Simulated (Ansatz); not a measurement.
Total energies of In₁₃P₁₃H₃₂, a nanocrystal cut from wurtzite InP (hydrogen-capped) from Ansatz at BLYP-D4/def2-TZVP, gas phase (1 Eh = 27.2114 eV = 2625.5 kJ/mol). The reference geometry is relaxed at PBE-D4/def2-SVP.

```xyz
58

In    4.860   -0.087   -3.105
P     3.973   -1.363   -0.932
In    3.698    2.064    2.158
P     2.732    0.850    4.339
In    2.299    2.975   -1.458
P     2.617    1.279   -3.369
P     1.631    1.639    0.628
In    1.600   -0.807   -0.025
In    0.803   -0.894    4.267
P     1.167   -2.251    2.092
In    0.624   -0.233   -3.975
P    -0.011   -1.517   -1.848
In    0.556   -3.958   -2.565
In   -0.785   -3.938    1.877
P    -0.420   -5.166   -0.388
P     0.040    4.216   -2.030
In   -0.726    2.264    1.473
P    -1.148    0.589    3.461
In   -2.267    2.994   -2.302
P    -1.421    1.420   -4.224
P    -2.471    1.497   -0.260
In   -2.401   -0.953   -1.053
In   -3.219   -0.949    3.352
P    -2.642   -2.275    1.212
In   -4.886    2.217    0.426
P    -5.119    0.651    2.589
H     6.097    0.992   -2.543
H     4.908   -1.298   -4.348
H     4.886   -1.252    0.163
H     4.009   -2.780   -1.118
H     4.970    0.985    1.647
H     3.822    3.745    2.575
H     3.769    0.317    5.171
H     2.248    1.826    5.268
H     3.573    4.151   -1.291
H     2.834    2.081   -4.539
H     0.588   -1.828    5.716
H     2.347   -3.036    2.305
H     0.806   -1.148   -5.446
H     2.277   -4.183   -2.386
H    -0.455   -4.464   -3.883
H    -1.050   -4.968    3.250
H     0.241   -6.406   -0.106
H    -1.712   -5.716   -0.667
H     0.227    5.114   -3.130
H    -0.149    5.208   -1.015
H    -0.902    3.918    2.000
H    -1.404    1.413    4.608
H    -3.535    4.065   -2.824
H    -1.305    2.176   -5.435
H    -2.545    0.624   -4.614
H    -3.665   -1.393   -2.173
H    -3.556   -1.892    4.774
H    -3.777   -3.136    1.036
H    -4.835    3.829    1.078
H    -6.024    1.542   -0.704
H    -5.472    1.408    3.752
H    -6.303   -0.153    2.535
```

```
                 state   geometry  energy (Eh)
      charge 0 singlet  reference  -6928.78993
      charge 1 doublet  reference  -6928.53332
     charge -1 doublet  reference  -6928.83473
free In atom (doublet)          –   -190.08095
 free P atom (quartet)          –   -341.26396
 free H atom (doublet)          –     -0.49755
```

In the def2 sets In takes a core potential; there is no spin–orbit coupling. Single mean-field runs in def2-TZVP are fitted with def2-universal-jkfit.

Work out the vertical ionisation energy to the doublet.

E(charge 1 doublet) − E(charge 0 singlet) = -6928.53332 − (-6928.78993) = 0.25661 Eh = 6.98 eV. For comparison, −ε of the highest occupied level is 5.55 eV at this level, 1.43 eV less.

Work out the vertical electron affinity, to the doublet.

E(charge 0 singlet) − E(charge -1 doublet) = -6928.78993 − (-6928.83473) = 0.04480 Eh = 1.22 eV. The basis lacks diffuse functions, which makes affinities too small.

Give the fundamental gap IE − EA, the Mulliken electronegativity (IE + EA)/2 and the hardness (IE − EA)/2.

From the values in Eh: IE − EA = 0.25661 − 0.04480 = 0.21181 Eh = 5.76 eV; (IE + EA)/2 = 4.10 eV; (IE − EA)/2 = 2.88 eV. The HOMO–LUMO gap of the same run is 3.26 eV, 2.50 eV smaller than the fundamental gap.

What is the binding energy per atom against free atoms?

Atoms: 13 × (-190.08095) + 13 × (-341.26396) + 32 × (-0.49755) = -6923.40543 Eh. Binding: -6923.40543 − (-6928.78993) = 5.38450 Eh = 146.52 eV, or 2.53 eV for each of 58 atoms (no zero-point energy, no counterpoise term).

At BLYP-D4/def2-TZVP the gap within one spin of the charge 1 doublet nearly closes, so an electron or hole may be smeared out by delocalisation error. At BLYP-D4/def2-TZVP the gap within one spin of the charge -1 doublet nearly closes, so an electron or hole may be smeared out by delocalisation error. At BLYP-D4/def2-TZVP the highest occupied level of the charge -1 doublet lies above zero (up to 0.10 eV). By energy differences its removal costs 1.22 eV (vertical, to the charge 0 singlet, at BLYP-D4/def2-TZVP); self-interaction error and the lack of diffuse functions both raise the level.
